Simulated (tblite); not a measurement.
Q: Write Cartesian coordinates for InChI=1S/C7H9NOSi/c1-2-10-6(3-4-8)5-7(10)9/h5,10H,2-3H2,1H3/t10-/m1/s1 as optimised with GFN2-xTB.

A: 
```
atom  x, y, z in Å
C1     2.0281    0.4179    0.9676
C2     1.8096    0.4463   -0.5442
Si3    0.3458   -0.6272   -1.0995
C4    -0.0877   -2.2232   -0.0545
O5     0.3569   -3.3249    0.1445
C6    -1.2952   -1.5695    0.4864
C7    -1.2789   -0.3661   -0.1172
C8    -2.2699    0.7410    0.0309
C9    -1.5840    1.9871    0.2663
N10   -1.0167    2.9604    0.4569
H11    2.1930   -0.5992    1.3170
H12    2.8954    1.0166    1.2376
H13    1.1630    0.8244    1.4870
H14    1.6407    1.4774   -0.8591
H15    2.7188    0.1125   -1.0459
H16    0.1816   -0.6748   -2.5534
H17   -2.0033   -1.9835    1.1878
H18   -2.8408    0.8434   -0.8989
H19   -2.9662    0.5509    0.8543
```

Any rigid rotation of these coordinates is as good. Atoms count from 1 in this order. Si3 (SiH silicon) has angles from 69.5° to 118.6°. The C–Si distances run from 1.898 Å (C2–Si3, drawn single) to 1.956 Å (Si3–C4, drawn single), a spread of 0.058 Å. The C–C distances run from 1.346 Å (C6=C7, drawn double) to 1.528 Å (C1–C2, drawn single), a spread of 0.182 Å. The 4-membered ring Si3–C4–C6–C7 has internal angles of 69.5° to 102.8° (sum 360°, against 360° for a flat polygon); it is planar, 0.01 Å rms from its mean plane, widest ring torsion 1°.

Bonds between heavy atoms (Å): C1–C2 1.528, C2–Si3 1.898, Si3–C4 1.956, C4=O5 1.205, C4–C6 1.476, C6=C7 1.346, C7–C8 1.493, C8–C9 1.442, C9≡N10 1.143, Si3–C7 1.916.

The geometry is computed with GFN2-xTB (gas phase).

Point group: C1 (no symmetry element, even within 0.4 Å). Its GFN2-xTB frequencies are all real (lowest 19 cm⁻¹). The numbers are those of one conformer (C1–C2–Si3–C4 -31°, C6–C7–C8–C9 132°).
